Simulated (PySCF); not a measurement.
## Correlation energy of S⁻ (sulfur, charge -1)

[Ne] 3s2 3p5, 2P determinant. All numbers are calculated (PySCF 2.14, the non-relativistic Hamiltonian (point nucleus), in aug-cc-pV(T+d)Z with one added diffuse shell each of s, p, d, f type (7s6p5d3f, 71 functions)). Frozen: [Ne]; 7 electrons correlated.

```tsv
level	correlation energy (mhartree)
CCSD	-178.19
(T)	-8.28
CCSD(T)	-186.47
```

Diagnostics: T1 = 0.011, D1 = 0.0272, largest double amplitude 0.031.

Cost of the coupled-cluster step: roughly 18 core-seconds, for 7 correlated electrons.
